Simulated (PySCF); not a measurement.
## C₆ coefficients of unlike pairs at UHF

Calculated with PySCF 2.14 from the dipole response of each species, C₆(A,B) = (3/π) ∫ α_A(iu) α_B(iu) du, in atomic units, from isotropic polarisabilities. For ions this is the dispersion term alone; charge-induced terms of lower order in 1/R come first.

```tsv
species	configuration	basis	relativity	α (bohr³)	C₆ (like pair)
Ca⁺	[Ar] 4s1 (2S)	x2c-QZVPPall with one added diffuse shell each of s, p, d, f type (12s8p5d4f)	spin-free X2C	96.08	760.9
Be⁺	[He] 2s1 (2S)	aug-cc-pVTZ (5s4p3d2f)	none	24.84	70.73
P³⁺	[Ne] 3s2 (1S)	dyall-av2z (13s9p2d)	none	7.091	18.26
V³⁺	[Ar] 3d2 (3F)	aug-cc-pVTZ (8s7p5d3f2g)	none	2.072	5.271
```

Problem. Estimate C₆ for V³⁺ with Ca⁺.

Solution. The integral gives 35.12. The combination rule 2 C_A C_B / (C_A α_B/α_A + C_B α_A/α_B) gives 30.76 and the geometric mean 63.33.

No spin-orbit coupling is included.

The other pairs:

```tsv
pair	C₆
P³⁺, Ca⁺	95.99
V³⁺, P³⁺	8.198
Be⁺, Ca⁺	229.2
P³⁺, Be⁺	31.14
V³⁺, Be⁺	11.20
```
